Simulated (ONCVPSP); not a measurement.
Building the ONCV potential for calcium (Ca) (PBE, fully relativistic).

Input for ONCVPSP 4.0.1:

```
# ATOM AND REFERENCE CONFIGURATION
# atsym  z   nc   nv     iexc    psfile
  Ca 20.00    3    3        4      upf
#
#   n    l    f
    1    0    2.00
    2    0    2.00
    2    1    6.00
    3    0    2.00
    3    1    6.00
    4    0    0.50
#
# PSEUDOPOTENTIAL AND OPTIMIZATION
# lmax
    2
#
#   l,   rc,      ep,       ncon, nbas, qcut
    0    2.30    0.00    4    8    5.80
    1    1.50    0.00    3    7    7.60
    2    1.95    0.39    4    7    5.20
#
# LOCAL POTENTIAL
# lloc, lpopt,  rc(5),   dvloc0
    4    5    1.00   -1.00
#
# VANDERBILT-KLEINMAN-BYLANDER PROJECTORs
# l, nproj, debl
    0    2    0.50
    1    2    3.00
    2    2    2.20
#
# MODEL CORE CHARGE
# icmod, fcfact, rcfact
    1    0.60    0.00
#
# LOG DERIVATIVE ANALYSIS
# epsh1, epsh2, depsh
   -4.00    5.00    0.02
#
# OUTPUT GRID
# rlmax, drl
    6.00    0.01
#
# TEST CONFIGURATIONS
# ncnf
    4
# nvcnf
#   n    l    f
    3
    3    0    2.00
    3    1    6.00
    4    0    2.00
#
    3
    3    0    2.00
    3    1    6.00
    4    0    1.00
#
    3
    3    0    2.00
    3    1    6.00
    4    0    0.00
#
    3
    3    0    2.00
    3    1    5.00
    4    0    2.00
#
```

Command:

```bash
oncvpspr.x < Ca.dat > Ca.out
```

Resulting log (shortened: citation, most of the input echo, consistency checks and plot data are left out):

```
ONCVPSP  (Optimized Norm-Conservinng Vanderbilt PSeudopotential)
relativistic version 4.0.1

#   n    l    f        energy (Ha)
    1    0    2.00    -1.4552625D+02
    2    0    2.00    -1.5631549D+01
    2    1    6.00    -1.2660168D+01    -1.2795677D+01
    3    0    2.00    -2.1297136D+00
    3    1    6.00    -1.4217546D+00    -1.4359803D+00
    4    0    0.50    -4.3360480D-01

Reference configufation results
  iterations    26
  all-electron total energy (Ha)   -6.79907323D+02

Begin loop to  construct optimized pseudo wave functions
and semi-local pseudopoentials for all angular momenta

Calculating optimized projector #   1

 for l=   0

    Fraction of norm inside rc  0.983948
    Optimizing pswf for qcut=   5.80 a_B^-1,  ecut=  16.80 Ha
    Residual kinetic energy error=  3.88D-08 Ha

    Energy error per electron        Cutoff
         Ha          eV             Ha
         0.01000     0.27211        4.19
         0.00100     0.02721        5.61
         0.00010     0.00272        7.56
         0.00001     0.00027       12.19

Calculating optimized projector #   2

 for l=   0

    Fraction of norm inside rc  0.146259
    Optimizing pswf for qcut=   5.80 a_B^-1,  ecut=  16.80 Ha
    Residual kinetic energy error=  5.98D-07 Ha

    Energy error per electron        Cutoff
         Ha          eV             Ha
         0.01000     0.27211        3.32
         0.00100     0.02721        5.09
         0.00010     0.00272       10.82
         0.00001     0.00027       13.88

   Wellstate for l =  1  n =  5 kap= -2
     eigenvalue =   1.5782
     asymptotic potential =   2.0782
     half-point radius =  3.0916

Calculating optimized projector #   1

 for l=   1

    Fraction of norm inside rc  0.724190
    Optimizing pswf for qcut=   7.59 a_B^-1,  ecut=  28.78 Ha
    Residual kinetic energy error=  9.33D-07 Ha

    Energy error per electron        Cutoff
         Ha          eV             Ha
         0.01000     0.27211       10.74
         0.00100     0.02721       14.18
         0.00010     0.00272       17.01
         0.00001     0.00027       19.61

Calculating optimized projector #   2

 for l=   1

    Fraction of norm inside rc  0.062316
    Optimizing pswf for qcut=   7.59 a_B^-1,  ecut=  28.78 Ha
    Residual kinetic energy error=  3.38D-06 Ha

    Energy error per electron        Cutoff
         Ha          eV             Ha
         0.01000     0.27211       10.31
         0.00100     0.02721       14.09
         0.00010     0.00272       17.15
         0.00001     0.00027       24.06

   Wellstate for l =  1  n =  5 kap=  1
     eigenvalue =   1.5640

Calculating optimized projector #   1

 for l=   1

    Fraction of norm inside rc  0.729379
    Optimizing pswf for qcut=   7.59 a_B^-1,  ecut=  28.78 Ha
    Residual kinetic energy error=  8.27D-07 Ha

    Energy error per electron        Cutoff
         Ha          eV             Ha
         0.01000     0.27211       10.91
         0.00100     0.02721       14.45
         0.00010     0.00272       17.38
         0.00001     0.00027       19.81

Calculating optimized projector #   2

 for l=   1

    Fraction of norm inside rc  0.062676
    Optimizing pswf for qcut=   7.59 a_B^-1,  ecut=  28.78 Ha
    Residual kinetic energy error=  3.14D-06 Ha

    Energy error per electron        Cutoff
         Ha          eV             Ha
         0.01000     0.27211       10.45
         0.00100     0.02721       14.31
         0.00010     0.00272       17.40
         0.00001     0.00027       21.11

WARNING wellstate: localized bound state found for n= 3 l= 2
WARNING this state with energy -0.44100215
WARNING will be used for the first projector

   Wellstate for l =  2  n =  5 kap= -3
     eigenvalue =   1.7590
     asymptotic potential =   2.2590
     half-point radius =  3.4642

Calculating optimized projector #   1

 for l=   2

    Fraction of norm inside rc  0.626071
    Optimizing pswf for qcut=   5.19 a_B^-1,  ecut=  13.47 Ha
    Residual kinetic energy error=  9.75D-03 Ha

    Energy error per electron        Cutoff
         Ha          eV             Ha
         0.01000     0.27211       13.71
         0.00100     0.02721       38.81
         0.00010     0.00272       47.10
         0.00001     0.00027       64.67

Calculating optimized projector #   2

 for l=   2

    Fraction of norm inside rc  0.156536
    Optimizing pswf for qcut=   5.19 a_B^-1,  ecut=  13.47 Ha
    Residual kinetic energy error=  6.46D-02 Ha

    Energy error per electron        Cutoff
         Ha          eV             Ha
         0.01000     0.27211       20.86
         0.00100     0.02721       52.86
         0.00010     0.00272       61.61
         0.00001     0.00027       73.39

   Wellstate for l =  2  n =  3 kap=  2
     eigenvalue =   0.3900

   Wellstate for l =  2  n =  5 kap=  2
     eigenvalue =   1.7582

Calculating optimized projector #   1

 for l=   2

    Fraction of norm inside rc  0.627386
    Optimizing pswf for qcut=   5.19 a_B^-1,  ecut=  13.47 Ha
    Residual kinetic energy error=  9.82D-03 Ha

    Energy error per electron        Cutoff
         Ha          eV             Ha
         0.01000     0.27211       13.72
         0.00100     0.02721       38.85
         0.00010     0.00272       47.12
         0.00001     0.00027       64.72

Calculating optimized projector #   2

 for l=   2

    Fraction of norm inside rc  0.156820
    Optimizing pswf for qcut=   5.19 a_B^-1,  ecut=  13.47 Ha
    Residual kinetic energy error=  6.50D-02 Ha

    Energy error per electron        Cutoff
         Ha          eV             Ha
         0.01000     0.27211       20.95
         0.00100     0.02721       52.90
         0.00010     0.00272       61.64
         0.00001     0.00027       73.54

Construct Vanderbilt / Kleinmman-Bylander projectors

B matrix Hermiticity error, ll=  0  kap= -1
   1   2    9.8291D-05

  Orthonormal projector coefficients  8.1094E+00  8.9311E-01

B matrix Hermiticity error, ll=  1  kap= -2
   1   2   -2.0377D-04

  Orthonormal projector coefficients  5.8004E+00  8.4317E-01

B matrix Hermiticity error, ll=  1  kap=  1
   1   2   -2.0564D-04

  Orthonormal projector coefficients  5.7550E+00  8.3943E-01

B matrix Hermiticity error, ll=  2  kap= -3
   1   2   -7.9032D-05

  Orthonormal projector coefficients -5.8311E+00 -3.9803E+00

B matrix Hermiticity error, ll=  2  kap=  2
   1   2   -7.9212D-05

  Orthonormal projector coefficients -5.8271E+00 -3.9784E+00

 Orthonormal scalar projector coefficients, l =  1
  5.7852E+00  8.4195E-01  4.1135E-05  4.8714E-07

 Orthonormal spin-orbit projector coefficients, l =  1
  4.5195E-02 -1.8923E-02  6.5886E-03 -6.9290E-05

 Orthonormal scalar projector coefficients, l =  2
 -5.8294E+00 -3.9795E+00 -3.2586E-06 -8.2717E-08

 Orthonormal spin-orbit projector coefficients, l =  2
 -6.9158E-03  3.1581E-03  1.4975E-03 -8.4969E-05

Model core correction analysis
  based on d2Exc/dn_idn_j

d2excae - all-electron derivatives

   -3.110546D-02   -2.808678D-02   -2.844543D-03
   -2.807353D-02   -2.646224D-02   -3.187065D-03
   -2.646224D-03   -2.862053D-03   -2.139558D-03

d2excps - pseudofunction derivatives with no core correction

   -4.827303D-02   -3.776596D-02   -4.928191D-03
   -3.773755D-02   -3.641792D-02   -4.376499D-03
   -4.510578D-03   -3.689806D-03   -2.823789D-03

rms 2nd derivative error    8.105600E-03

Polynomial model core charge

d2excps - pseudofunction derivatives with core correction

   -3.680232D-02   -3.468550D-02   -3.563350D-03
   -3.465671D-02   -3.550862D-02   -3.983501D-03
   -3.144169D-03   -3.296757D-03   -2.664751D-03

rms 2nd derivative error    4.749695E-03

Pseudoatom total energy  -36.790558

Diagnostic tests using Vanderbilt-Kleinman-Bylander pseudopotentials
  relativistic with J = L +/- 1/2 projectors

   l  kap   rcore       rmatch      e in        delta e    norm test   slope test

   0  -1   2.3050543   2.3750408  -2.1297136   0.0000007   1.0000894   1.0000771
   0  -1   2.3050543   2.3750408  -0.4336048   0.0000006   1.0000139   1.0000105

   1  -2   1.5073862   1.5531537  -1.4217546  -0.0000031   1.0000695   1.0001012
   1   1   1.5073862   1.5531537  -1.4359803   0.0000048   1.0000737   1.0000836
   1  -2   1.5073862   1.5531537   1.5782454   0.0000544   1.0002229   1.0002229
   1   1   1.5073862   1.5531537   1.5752601   0.0000584   1.0002212   1.0002212

   2  -3   1.9612623   2.0208105  -0.4410022  -0.0000017   1.0000287   1.0000456
   2   2   1.9612623   2.0208105  -0.4418180   0.0000030   1.0000330   1.0000115
   2  -3   1.9612623   2.0208105   1.7589978   0.0000318   1.0001139   1.0001139
   2   2   1.9612623   2.0208105   1.7584362   0.0000338   1.0001140   1.0001140

Diagnostic tests using Vanderbilt-Kleinman-Bylander pseudopotentials
  relativistic with scalar and spin-orbit non-local projectors

   l  kap   rcore       rmatch      e in        delta e    norm test   slope test

   0  -1   2.3050543   2.3750408  -2.1297136   0.0000007   1.0000894   1.0000771
   0  -1   2.3050543   2.3750408  -0.4336048   0.0000006   1.0000139   1.0000105

   1  -2   1.5073862   1.5531537  -1.4217546  -0.0000082   1.0000697   1.0000960
   1   1   1.5073862   1.5531537  -1.4359803  -0.0000003   1.0000739   1.0000785
   1  -2   1.5073862   1.5531537   1.5782454   0.0000539   1.0002222   1.0002222
   1   1   1.5073862   1.5531537   1.5752601   0.0000580   1.0002206   1.0002206

   2  -3   1.9612623   2.0208105  -0.4410022  -0.0000012   1.0000283   1.0000482
   2   2   1.9612623   2.0208105  -0.4418180   0.0000035   1.0000326   1.0000141
   2  -3   1.9612623   2.0208105   1.7589978   0.0000336   1.0001141   1.0001141
   2   2   1.9612623   2.0208105   1.7584362   0.0000355   1.0001142   1.0001142

Ghost test for J = L + 1/2

 Testing for bound ghosts
   n   l    E NL Schr. Eq   E Basis Diag.   E Cutoff

   1   0       -2.129713       -2.129707     49.90
   2   0       -0.433604       -0.425209     49.90

   2   1       -1.421758       -1.421399     97.87

   3   2       -0.441004       -0.438094     67.01

 Testing for highly-localized positive-energy ghosts
       l    <radius>/rc     E Basis Diag.   E Cutoff

       0        0.996399        3.671761     49.90  WARNING - GHOST(+)

Ghost test for J = L - 1/2

 Testing for bound ghosts
   n   l    E NL Schr. Eq   E Basis Diag.   E Cutoff

   1   0       -2.129713       -2.129707     49.90
   2   0       -0.433604       -0.425209     49.90

   2   1       -1.435976       -1.435640     97.87

   3   2       -0.441815       -0.438933     67.01

 Testing for highly-localized positive-energy ghosts
       l    <radius>/rc     E Basis Diag.   E Cutoff

       0        0.996399        3.671761     49.90  WARNING - GHOST(+)

Test configuration 0

   n   l kap    f        eae           eps        diff
   1   0  -1  2.0000 -145.52624529
   2   0  -1  2.0000  -15.63154886
   2   1  -2  4.0000  -12.66016754
   2   1   1  2.0000  -12.79567697
   3   0  -1  2.0000   -2.12971364   -2.12971297    6.74E-07
   3   1  -2  4.0000   -1.42175461   -1.42175772   -3.11E-06
   3   1   1  2.0000   -1.43598030   -1.43597555    4.75E-06
   4   0  -1  0.5000   -0.43360480   -0.43360418    6.21E-07

    Total energies and differences
      AE_ref= -6.79907323E+02  AE_tst= -6.79907323E+02  dif=  0.00E+00
      PS_ref= -3.67905579E+01  PS_tst= -3.67905579E+01  dif= -1.42E-14
      PSP excitation error=  1.42E-14

Test configuration 1

   n   l kap    f        eae           eps        diff
   1   0  -1  2.0000 -145.11737075
   2   0  -1  2.0000  -15.22503503
   2   1  -2  4.0000  -12.25346774
   2   1   1  2.0000  -12.38895909
   3   0  -1  2.0000   -1.73038703   -1.72931562    1.07E-03
   3   1  -2  4.0000   -1.02445930   -1.02438586    7.34E-05
   3   1   1  2.0000   -1.03855841   -1.03846589    9.25E-05
   4   0  -1  2.0000   -0.13840621   -0.13838552    2.07E-05

    Total energies and differences
      AE_ref= -6.79907323E+02  AE_tst= -6.80329684E+02  dif= -4.22E-01
      PS_ref= -3.67905579E+01  PS_tst= -3.72128835E+01  dif= -4.22E-01
      PSP excitation error= -3.55E-05

Test configuration 2

   n   l kap    f        eae           eps        diff
   1   0  -1  2.0000 -145.37612956
   2   0  -1  2.0000  -15.48250154
   2   1  -2  4.0000  -12.51103777
   2   1   1  2.0000  -12.64653905
   3   0  -1  2.0000   -1.98399932   -1.98348640    5.13E-04
   3   1  -2  4.0000   -1.27703016   -1.27697580    5.44E-05
   3   1   1  2.0000   -1.29119507   -1.29112753    6.75E-05
   4   0  -1  1.0000   -0.32946388   -0.32943752    2.64E-05

    Total energies and differences
      AE_ref= -6.79907323E+02  AE_tst= -6.80097820E+02  dif= -1.90E-01
      PS_ref= -3.67905579E+01  PS_tst= -3.69810465E+01  dif= -1.90E-01
      PSP excitation error= -7.94E-06

Test configuration 3

   n   l kap    f        eae           eps        diff
   1   0  -1  2.0000 -145.68908725
   2   0  -1  2.0000  -15.79307277
   2   1  -2  4.0000  -12.82178731
   2   1   1  2.0000  -12.95730669
   3   0  -1  2.0000   -2.28691025   -2.28761343   -7.03E-04
   3   1  -2  4.0000   -1.57750513   -1.57762632   -1.21E-04
   3   1   1  2.0000   -1.59181802   -1.59193875   -1.21E-04
   4   0  -1  0.0000   -0.53423930   -0.53423930    0.00E+00

    Total energies and differences
      AE_ref= -6.79907323E+02  AE_tst= -6.79663439E+02  dif=  2.44E-01
      PS_ref= -3.67905579E+01  PS_tst= -3.65466607E+01  dif=  2.44E-01
      PSP excitation error= -1.34E-05

Test configuration 4

   n   l kap    f        eae           eps        diff
   1   0  -1  2.0000 -145.76519121
   2   0  -1  2.0000  -15.84449302
   2   1  -2  4.0000  -12.87652961
   2   1   1  2.0000  -13.01225829
   3   0  -1  2.0000   -2.24981845   -2.25312372   -3.31E-03
   3   1  -2  3.3333   -1.52662131   -1.52397293    2.65E-03
   3   1   1  1.6667   -1.54192640   -1.53921721    2.71E-03
   4   0  -1  2.0000   -0.39978589   -0.39977205    1.38E-05

    Total energies and differences
      AE_ref= -6.79907323E+02  AE_tst= -6.79055618E+02  dif=  8.52E-01
      PS_ref= -3.67905579E+01  PS_tst= -3.59400424E+01  dif=  8.51E-01
      PSP excitation error=  1.19E-03
```

The run took about 4.6 s on one core of a shared server CPU.
